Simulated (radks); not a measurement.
The numbers below are computed, except where a source is named.
Removal energies from the chromium ion Cr4+, [Ar] 3d(3/2: 2, 5/2: 0), by Delta-SCF beside the eigenvalue of the level emptied. Level of theory: Dirac Kohn-Sham, BLYP, spin-unpolarised, spherical densities, finite nucleus; Fermi nuclear charge, rms radius of each element as measured or else 0.836 A^(1/3) + 0.57 fm (a radial shooting solver on a logarithmic mesh with Libxc functionals). Sub-shells are occupied by j as written (lower j first in brackets).

| removed from | final configuration | Delta-SCF (eV) | -eigenvalue (eV) |
|---|---|---|---|
| 3d3/2 | [Ar] 3d(3/2: 1, 5/2: 0) | 68.407 | 58.018 |
| 3p3/2 | [Ne] 3s2 3p(1/2: 2, 3/2: 3) 3d(3/2: 2, 5/2: 0) | 113.91 | 102.90 |
| 3p1/2 | [Ne] 3s2 3p(1/2: 1, 3/2: 4) 3d(3/2: 2, 5/2: 0) | 115.10 | 104.03 |
| 3s1/2 | [Ne] 3s1 3p6 3d(3/2: 2, 5/2: 0) | 143.87 | 132.49 |
